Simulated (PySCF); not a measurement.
# Carbon: a sound run and one with changed settings

Sound run: C⁺ [He] 2s2 2p1, C²⁺ [He] 2s2. Computed with PySCF 2.14 in 6-31G*, with no relativity, point nucleus. In the sound run the correlated levels freeze 1s2. The sound run starts from symmetry-adapted Hartree-Fock orbitals and uses a fine grid where one is needed.

A second run was set up differently.

```
species   method  sound run (hartree)  changed run (hartree)  converged
     C⁺      UHF            -37.28672              -36.87037        yes
     C⁺   M06-2X            -37.41640              -37.00670        yes
     C⁺     TPSS            -37.43517              -37.01517        yes
     C⁺      MP2            -37.32942              -36.89090        yes
     C⁺  CCSD(T)            -37.35440              -36.91145        yes
    C²⁺      UHF            -36.39726              -35.97831        yes
    C²⁺   M06-2X            -36.51396              -36.09655        yes
    C²⁺     TPSS            -36.51450              -36.08938        yes
    C²⁺      MP2            -36.43770              -36.01050        yes
    C²⁺  CCSD(T)            -36.46938              -36.04086        yes
```

Ionisation energy of C⁺:

```csv
method,sound run (eV),changed run (eV)
UHF,24.203,24.274
M06-2X,24.557,24.766
TPSS,25.053,25.192
MP2,24.265,23.957
SCS-MP2,24.219,23.893
CCSD,24.063,23.690
CCSD(T),24.083,23.690
```

Question: What was changed?
A. all electrons correlated in a valence basis
B. minimal basis
C. angular grid far too coarse
D. basis contracted for another Hamiltonian

Answer: B. It used basis STO-3G. A minimal basis cannot let orbitals breathe on ionisation and holds almost no correlation.
